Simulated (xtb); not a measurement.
InF, SMILES [F][In] (connectivity only; charge and spin as stated), neutral, multiplicity 1. All values are semi-empirical tight-binding results from xtb (GFN2-xTB unless named), good for trends rather than for accurate numbers. Coordinates come from a GFN2-xTB optimisation.

For metal compounds this method's bond lengths and energies can be far off.

### Question
Estimate the properties. (An estimate is asked for; the answer gives what the named calculation found.)

### Answer

```
Property                      Result
---------------------------  -------
point group as xtb finds it      C∞v
orbital gap                  5.99 eV
```
